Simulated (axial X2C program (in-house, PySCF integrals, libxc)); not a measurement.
# Ω levels of SmF from open-shell CI on f5 s2

Computed with an axial X2C code built on PySCF integrals: two-component X2C with atomic mean-field Coulomb and Gaunt terms, basis Sm dyall-v3z, F dyall-av3z (cores contracted in-house). Orbitals come from Hartree–Fock averaged over the configuration Sm f5 s2; CI then distributes these electrons over the f, s shells of Sm.

R = 2.002 Å (near the minimum of the configuration average).

Lowest levels of this model:

```csv
Ω,energy (cm⁻¹),g∥,μ (D),configuration
1/2,0,0.49,-1.81,100% f5 s2
3/2,214,2.21,-1.81,100% f5 s2
5/2,781,4.68,-1.80,100% f5 s2
1/2,1025,1.11,-1.81,100% f5 s2
3/2,1348,2.68,-1.79,100% f5 s2
7/2,1757,8.02,-1.80,100% f5 s2
5/2,1821,3.55,-1.78,100% f5 s2
1/2,2234,0.90,-1.81,100% f5 s2
3/2,2471,2.77,-1.79,100% f5 s2
5/2,2782,4.46,-1.78,100% f5 s2
7/2,2994,7.40,-1.78,100% f5 s2
9/2,3042,11.30,-1.80,100% f5 s2
1/2,3541,1.02,-1.81,100% f5 s2
3/2,3711,3.02,-1.80,100% f5 s2
5/2,3963,5.31,-1.79,100% f5 s2
7/2,4182,7.81,-1.78,100% f5 s2
9/2,4390,10.79,-1.78,100% f5 s2
11/2,4596,14.37,-1.79,100% f5 s2
7/2,5470,8.26,-1.79,100% f5 s2
9/2,5702,10.97,-1.79,100% f5 s2
11/2,6004,13.87,-1.78,100% f5 s2
13/2,6393,17.17,-1.77,100% f5 s2
9/2,7052,10.89,-1.79,100% f5 s2
11/2,7458,13.69,-1.77,100% f5 s2
13/2,7891,16.76,-1.76,100% f5 s2
15/2,8317,19.95,-1.75,100% f5 s2
11/2,12241,15.98,-1.80,100% f5 s2
```

g∥ is the magnitude of 2⟨Lz + ge Sz⟩ for the +Ω component. μ is positive if the F end is positive.

**Question.** From Ω and g∥ of the lowest level, whose 2⟨Lz + ge Sz⟩ is positive, find ⟨Sz⟩ and ⟨Lz⟩ (ge = 2.0023).

**Answer.** Ω = ⟨Lz⟩ + ⟨Sz⟩ = 1/2 and ⟨Lz⟩ + ge⟨Sz⟩ = 0.245, so ⟨Sz⟩ = -0.25 and ⟨Lz⟩ = 0.75.

Occupations of the active spinors in the lowest level by ω, shell by shell in order of energy: -7/2: 0.36; -5/2: 0.58 0.16; -3/2: 0.55 0.17; -1/2: 0.37 0.15 1.00; 1/2: 0.55 0.12 1.00; 3/2: 0.65 0.13; 5/2: 0.61 0.25; 7/2: 0.36. The leading determinant has weight 0.13 among 1101.

This point took 2.2 s on 1 thread of Arm Neoverse V2, with other jobs on the host.

Dynamic correlation is missing, so gaps between terms are too wide and other configurations may lie lower; the lowest level listed is that of this model, not necessarily the ground state. At most 4 roots were kept for each Ω > 0 (twice that for Ω = 0) within 2.2 eV of the lowest, so higher up levels can be missing between those listed; levels with Ω > 0 are doubly degenerate and listed once, Ω = 0 levels singly.
